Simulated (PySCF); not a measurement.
CBF2NO, SMILES O=C=NB(F)F. Atoms are numbered in the order given.

```xyz
6

B      0.0066    -0.9792     0.0000
F      0.9920    -1.8575     0.0000
F     -1.2363    -1.4321     0.0000
N      0.2853     0.4120     0.0000
C      0.0879     1.5980     0.0000
O     -0.0447     2.7538     0.0000
```
Charge 0, spin multiplicity 1.

Coordinates come from a ωB97X-D3(BJ)/def2-SVP optimisation. One conformer was computed; it need not be the lowest.

All values below come from B3LYP/pcSseg-1 run with PySCF.

GIAO shieldings, no solvent; atoms listed in one row are averaged. δ = σ(ref) − σ: ¹¹B against BF3 (σ = 86.3 ppm); ¹⁹F against CFCl3 (σ = 161.7 ppm); ¹⁵N against NH3 (σ = 265.5 ppm); ¹³C against TMS (σ = 181.3 ppm); ¹⁷O against H2O (σ = 333.8 ppm), references at their B3LYP-D3(BJ)/def2-TZVP geometries, non-relativistic.

```tsv
nucleus	atoms	count	δ (ppm)
¹¹B	B1	1	-0.9
¹⁹F	F3	1	-100.2
¹⁹F	F2	1	-108.7
¹⁵N	N4	1	55.6
¹³C	C5	1	125.5
¹⁷O	O6	1	159.0
```
